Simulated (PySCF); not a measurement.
Compound: C₇H₆O₂S₂.
Cartesian coordinates in Å at the GFN2-xTB level; atoms count from 1:
```
atom  x, y, z in Å
C1     3.1806    0.4911   -0.2832
S2     2.4940   -0.6628    0.9927
O3     2.7191   -2.0110    0.4833
C4     0.7708   -0.2958    0.5837
C5    -0.1063   -1.1714    0.0208
C6    -1.3807   -0.5808   -0.0931
O7    -2.5773   -0.9611   -0.5716
C8    -3.4085    0.0890   -0.3841
C9    -2.7867    1.1506    0.2039
C10   -1.4549    0.7206    0.3992
S11    0.0651    1.2455    1.0192
H12    2.7966    0.2109   -1.2577
H13    4.2608    0.3890   -0.2656
H14    2.8909    1.5021   -0.0208
H15    0.1698   -2.1620   -0.2875
H16   -4.4219   -0.0369   -0.7097
H17   -3.2183    2.0953    0.4595
```

Theory: PBE0/pcSseg-1 in PySCF (dipole) on a GFN2-xTB geometry, gas phase.

Take the most abundant isotopes and a rigid rotor. The values belong to one conformer with, in the numbering `[CH3:1][S@:2](=[O:3])[c:4]1[cH:5][c:6]2[o:7][cH:8][cH:9][c:10]2[s:11]1`, C1–S2–C4–C5 113°.

Problem. Give the principal moments of inertia and the rotational constants in MHz.

Solution. Ia = 226.48, Ib = 964.92, Ic = 1119.30 u·Å²; 505379 MHz·u·Å²/I gives A = 2231, B = 523.8, C = 451.5 MHz.

Problem. Classify the top.

Solution. A near-prolate asymmetric top; Ray's κ = -0.919.

Problem. Is it planar, by Δ = Ic − Ia − Ib?

Solution. Not planar: Δ = Ic − Ia − Ib = -72.10 u·Å². For a rigid frame Δ = −2 Σ m c², so Σ m c² = 36.05 u·Å² lies off the ab plane: 7.84 from hydrogen and 28.21 from heavier atoms. The atom farthest from that plane is 2.05 Å away.

Problem. Give the other two planar moments, Paa and Pbb, and the rms extents of the mass along the axes.

Solution. Paa = Σ m a² = (Ib + Ic − Ia)/2 = 928.87 and Pbb = Σ m b² = (Ia + Ic − Ib)/2 = 190.43 u·Å². With the mass M = 185.98 u, the rms extents √(P/M) along a, b and c are 2.23, 1.01, 0.44 Å.

Problem. List the rotational levels J(Ka,Kc) to J = 5 (K).

Solution. Above 0(0,0), as E/k:
J = 1: 1(0,1) 0.047, 1(1,1) 0.129, 1(1,0) 0.132
J = 2: 2(0,2) 0.140, 2(1,2) 0.219, 2(1,1) 0.229, 2(2,1) 0.475, 2(2,0) 0.475
J = 3: 3(0,3) 0.280, 3(1,3) 0.354, 3(1,2) 0.375, 3(2,2) 0.616, 3(2,1) 0.616, 3(3,1) 1.034, 3(3,0) 1.034
J = 4: 4(0,4) 0.466, 4(1,4) 0.534, 4(1,3) 0.569, 4(2,3) 0.803, 4(2,2) 0.804, 4(3,2) 1.222, 4(3,1) 1.222, 4(4,1) 1.807, 4(4,0) 1.807
J = 5: 5(0,5) 0.698, 5(1,5) 0.759, 5(1,4) 0.811, 5(2,4) 1.037, 5(2,3) 1.040, 5(3,3) 1.456, 5(3,2) 1.456, 5(4,2) 2.041, 5(4,1) 2.041, 5(5,1) 2.794, 5(5,0) 2.794
The levels of one J sum to (2J + 1)J(J + 1)(A + B + C)/3.

Problem. Predict some low-J microwave lines.

Solution. The dipole components are |μa| = 2.13 D, |μb| = 2.90 D, |μc| = 1.13 D. The squared components, which scale the intensities, stand as 0.54 : 1.00 : 0.15 (a : b : c). Some lines, for components of 0.1 D or more:

```json
{"type": "a", "branch": "Q", "J(Ka,Kc)": "4(1,3) ← 4(1,4)", "MHz": "722", "lower level (cm⁻¹)": "0.371"}
{"type": "b", "branch": "Q", "J(Ka,Kc)": "3(1,2) ← 3(0,3)", "MHz": "1970", "lower level (cm⁻¹)": "0.195"}
{"type": "b", "branch": "R", "J(Ka,Kc)": "4(0,4) ← 3(1,3)", "MHz": "2342", "lower level (cm⁻¹)": "0.246"}
{"type": "a", "branch": "R", "J(Ka,Kc)": "3(0,3) ← 2(0,2)", "MHz": "2917", "lower level (cm⁻¹)": "0.098"}
{"type": "a", "branch": "R", "J(Ka,Kc)": "3(2,2) ← 2(2,1)", "MHz": "2926", "lower level (cm⁻¹)": "0.330"}
{"type": "a", "branch": "R", "J(Ka,Kc)": "3(2,1) ← 2(2,0)", "MHz": "2935", "lower level (cm⁻¹)": "0.330"}
{"type": "a", "branch": "R", "J(Ka,Kc)": "5(2,4) ← 4(2,3)", "MHz": "4871", "lower level (cm⁻¹)": "0.558"}
{"type": "a", "branch": "R", "J(Ka,Kc)": "5(4,2) ← 4(4,1)", "MHz": "4881", "lower level (cm⁻¹)": "1.256"}
{"type": "a", "branch": "R", "J(Ka,Kc)": "5(4,1) ← 4(4,0)", "MHz": "4881", "lower level (cm⁻¹)": "1.256"}
{"type": "b", "branch": "R", "J(Ka,Kc)": "4(1,4) ← 3(0,3)", "MHz": "5289", "lower level (cm⁻¹)": "0.195"}
{"type": "c", "branch": "R", "J(Ka,Kc)": "4(1,3) ← 3(0,3)", "MHz": "6011", "lower level (cm⁻¹)": "0.195"}
{"type": "c", "branch": "R", "J(Ka,Kc)": "2(2,1) ← 1(1,1)", "MHz": "7218", "lower level (cm⁻¹)": "0.089"}
{"type": "c", "branch": "Q", "J(Ka,Kc)": "3(3,1) ← 3(2,1)", "MHz": "8709", "lower level (cm⁻¹)": "0.428"}
{"type": "b", "branch": "Q", "J(Ka,Kc)": "5(3,3) ← 5(2,4)", "MHz": "8739", "lower level (cm⁻¹)": "0.720"}
{"type": "c", "branch": "Q", "J(Ka,Kc)": "4(4,1) ← 4(3,1)", "MHz": "12203", "lower level (cm⁻¹)": "0.849"}
{"type": "b", "branch": "Q", "J(Ka,Kc)": "4(4,0) ← 4(3,1)", "MHz": "12203", "lower level (cm⁻¹)": "0.849"}
{"type": "b", "branch": "Q", "J(Ka,Kc)": "4(4,1) ← 4(3,2)", "MHz": "12203", "lower level (cm⁻¹)": "0.849"}
{"type": "b", "branch": "R", "J(Ka,Kc)": "4(3,1) ← 3(2,2)", "MHz": "12626", "lower level (cm⁻¹)": "0.428"}
{"type": "c", "branch": "R", "J(Ka,Kc)": "4(4,1) ← 3(3,1)", "MHz": "16108", "lower level (cm⁻¹)": "0.719"}
{"type": "b", "branch": "R", "J(Ka,Kc)": "4(4,0) ← 3(3,1)", "MHz": "16108", "lower level (cm⁻¹)": "0.719"}
```

Whether it is a minimum is left open (no frequencies). No vibrational averaging or centrifugal distortion is included, and the geometry carries the error of its method. A rigid rotor knows nothing of internal rotation, which can split or shift real lines.

The run took 42 s on one thread, x86-64 server (shared host). This is the PBE0/pcSseg-1 job that gave the dipole, with the shieldings it also computed.
